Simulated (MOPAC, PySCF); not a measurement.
Potential energy curve for H4B2, SMILES BB, singlet. The B1–B4 bond (B1 also carries H, H; B4 carries H, H) is stretched with both fragments frozen at the PBE0/def2-TZVP optimised geometry.

Levels of theory: RHF/3-21G = restricted Hartree-Fock/3-21G (PySCF); PM7, restricted, heats of formation (MOPAC); UCCSD(T) = CCSD(T) on UHF/def2-TZVP, 2 core orbitals frozen run with PySCF.

Energies relative to the lowest point of each curve near equilibrium, in kcal/mol:

```json
[
 {"R / Å": "1.30", "RHF/3-21G": "54.8", "PM7": "12.5"},
 {"R / Å": "1.38", "RHF/3-21G": "28.7", "PM7": "4.7"},
 {"R / Å": "1.45", "RHF/3-21G": "14.2", "PM7": "1.1"},
 {"R / Å": "1.54", "RHF/3-21G": "3.9", "PM7": "0.0"},
 {"R / Å": "1.63", "RHF/3-21G": "0.0", "PM7": "2.1"},
 {"R / Å": "1.69", "RHF/3-21G": "0.0", "PM7": "4.9"},
 {"R / Å": "2.03", "RHF/3-21G": "18.2", "PM7": "32.5"},
 {"R / Å": "2.68", "RHF/3-21G": "70.9", "PM7": "92.2"},
 {"R / Å": "3.26", "RHF/3-21G": "112.4", "PM7": "126.6"},
 {"R / Å": "3.55", "RHF/3-21G": "129.4", "PM7": "137.6"},
 {"R / Å": "3.97", "RHF/3-21G": "150.3", "PM7": "154.5"},
 {"R / Å": "5.65", "RHF/3-21G": "197.5", "PM7": "161.3"}
]
```

Problem. Predict the corresponding UCCSD(T) column.

Solution. 1.30: 47.0; 1.38: 24.2; 1.45: 11.7; 1.54: 3.0; 1.63: 0.0; 1.69: 0.3; 2.03: 18.7; 2.68: 67.9; 3.26: 98.0; 3.55: 105.4; 3.97: 109.2; 5.65: 110.5 (kcal/mol).

The restricted form behind RHF/3-21G, PM7 keeps the bonding electrons paired and can't separate into open-shell fragments. The unrestricted determinant behind UCCSD(T) is spin-contaminated at 2.68 to 5.65 Å (<S²> up to 1.0, against 0.00 for a pure singlet).
